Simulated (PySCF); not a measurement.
C2H4N2OSi. Atoms are numbered in the order given.

```xyz
10

N     -0.4037     3.3260     0.0000
C     -0.2295     2.1593     0.0000
N     -0.1586     0.8301     0.0000
C      0.9637     0.1859     0.0000
O      0.9826    -1.1341     0.0000
Si    -0.5442    -1.9989     0.0000
H      1.9704     0.6541     0.0000
H     -1.3025    -1.6703    -1.2463
H     -1.3025    -1.6703     1.2463
H     -0.0777    -3.4191     0.0000
```

Geometry optimised at PBE-D3(BJ)/def2-SVP. The structure was generated by enumeration; whether it is a known compound was not checked. Other conformers were not sampled.

The numbers are results of PBE-D3(BJ)/def2-SVP (PySCF), not measurements.

Frequencies are harmonic and unscaled.

Computed normal modes with their intensities:
```json
[
 {"mode": "1", "ν (cm⁻¹)": "97", "IR (km/mol)": "7.7", "Raman (Å⁴/amu)": "0.9", "depolarisation": "0.75", "moving atoms (share of kinetic energy)": "N 36 %, Si 35 %, C 13 %, H 9 %"},
 {"mode": "2", "ν (cm⁻¹)": "131", "IR (km/mol)": "0.1", "Raman (Å⁴/amu)": "1.7", "depolarisation": "0.75", "moving atoms (share of kinetic energy)": "N 70 %, H 25 %"},
 {"mode": "3", "ν (cm⁻¹)": "207", "IR (km/mol)": "7.6", "Raman (Å⁴/amu)": "5.7", "depolarisation": "0.38", "moving atoms (share of kinetic energy)": "N 58 %, C 18 %, Si 15 %"},
 {"mode": "4", "ν (cm⁻¹)": "209", "IR (km/mol)": "0.1", "Raman (Å⁴/amu)": "0.4", "depolarisation": "0.75", "moving atoms (share of kinetic energy)": "H 75 %, N 19 %"},
 {"mode": "5", "ν (cm⁻¹)": "278", "IR (km/mol)": "18.4", "Raman (Å⁴/amu)": "5.7", "depolarisation": "0.75", "moving atoms (share of kinetic energy)": "H 35 %, O 32 %, C 28 %"},
 {"mode": "6", "ν (cm⁻¹)": "536", "IR (km/mol)": "2.8", "Raman (Å⁴/amu)": "1.6", "depolarisation": "0.75", "moving atoms (share of kinetic energy)": "C 70 %, N 27 %"},
 {"mode": "7", "ν (cm⁻¹)": "542", "IR (km/mol)": "2.6", "Raman (Å⁴/amu)": "6.6", "depolarisation": "0.21", "moving atoms (share of kinetic energy)": "C 69 %, N 21 %"},
 {"mode": "8", "ν (cm⁻¹)": "578", "IR (km/mol)": "4.0", "Raman (Å⁴/amu)": "8.1", "depolarisation": "0.70", "moving atoms (share of kinetic energy)": "H 37 %, O 24 %, C 22 %, N 14 %"},
 {"mode": "9", "ν (cm⁻¹)": "670", "IR (km/mol)": "44.3", "Raman (Å⁴/amu)": "13.6", "depolarisation": "0.75", "moving atoms (share of kinetic energy)": "H 80 %, O 10 %, Si 9 %"},
 {"mode": "10", "ν (cm⁻¹)": "672", "IR (km/mol)": "74.3", "Raman (Å⁴/amu)": "9.1", "depolarisation": "0.26", "moving atoms (share of kinetic energy)": "O 50 %, Si 33 %"},
 {"mode": "11", "ν (cm⁻¹)": "722", "IR (km/mol)": "71.2", "Raman (Å⁴/amu)": "6.0", "depolarisation": "0.27", "moving atoms (share of kinetic energy)": "H 51 %, O 24 %, C 12 %"},
 {"mode": "12", "ν (cm⁻¹)": "896", "IR (km/mol)": "103.0", "Raman (Å⁴/amu)": "13.2", "depolarisation": "0.75", "moving atoms (share of kinetic energy)": "H 96 %"},
 {"mode": "13", "ν (cm⁻¹)": "900", "IR (km/mol)": "222.1", "Raman (Å⁴/amu)": "13.8", "depolarisation": "0.70", "moving atoms (share of kinetic energy)": "H 92 %"},
 {"mode": "14", "ν (cm⁻¹)": "917", "IR (km/mol)": "58.3", "Raman (Å⁴/amu)": "24.9", "depolarisation": "0.75", "moving atoms (share of kinetic energy)": "H 96 %"},
 {"mode": "15", "ν (cm⁻¹)": "957", "IR (km/mol)": "3.2", "Raman (Å⁴/amu)": "2.8", "depolarisation": "0.75", "moving atoms (share of kinetic energy)": "H 62 %, C 32 %"},
 {"mode": "16", "ν (cm⁻¹)": "1080", "IR (km/mol)": "42.0", "Raman (Å⁴/amu)": "0.8", "depolarisation": "0.48", "moving atoms (share of kinetic energy)": "N 68 %, C 26 %"},
 {"mode": "17", "ν (cm⁻¹)": "1289", "IR (km/mol)": "180.4", "Raman (Å⁴/amu)": "1.6", "depolarisation": "0.69", "moving atoms (share of kinetic energy)": "H 57 %, O 29 %, C 14 %"},
 {"mode": "18", "ν (cm⁻¹)": "1344", "IR (km/mol)": "100.7", "Raman (Å⁴/amu)": "9.7", "depolarisation": "0.48", "moving atoms (share of kinetic energy)": "H 33 %, C 30 %, N 22 %, O 15 %"},
 {"mode": "19", "ν (cm⁻¹)": "1664", "IR (km/mol)": "415.9", "Raman (Å⁴/amu)": "58.0", "depolarisation": "0.33", "moving atoms (share of kinetic energy)": "C 53 %, N 42 %"},
 {"mode": "20", "ν (cm⁻¹)": "2205", "IR (km/mol)": "32.5", "Raman (Å⁴/amu)": "231.4", "depolarisation": "0.02", "moving atoms (share of kinetic energy)": "H 99 %"},
 {"mode": "21", "ν (cm⁻¹)": "2227", "IR (km/mol)": "77.3", "Raman (Å⁴/amu)": "51.2", "depolarisation": "0.75", "moving atoms (share of kinetic energy)": "H 95 %"},
 {"mode": "22", "ν (cm⁻¹)": "2228", "IR (km/mol)": "100.1", "Raman (Å⁴/amu)": "107.1", "depolarisation": "0.62", "moving atoms (share of kinetic energy)": "H 96 %"},
 {"mode": "23", "ν (cm⁻¹)": "2261", "IR (km/mol)": "110.0", "Raman (Å⁴/amu)": "304.1", "depolarisation": "0.31", "moving atoms (share of kinetic energy)": "C 64 %, N 35 %"},
 {"mode": "24", "ν (cm⁻¹)": "3048", "IR (km/mol)": "15.2", "Raman (Å⁴/amu)": "132.3", "depolarisation": "0.37", "moving atoms (share of kinetic energy)": "H 91 %, C 9 %"}
]
```
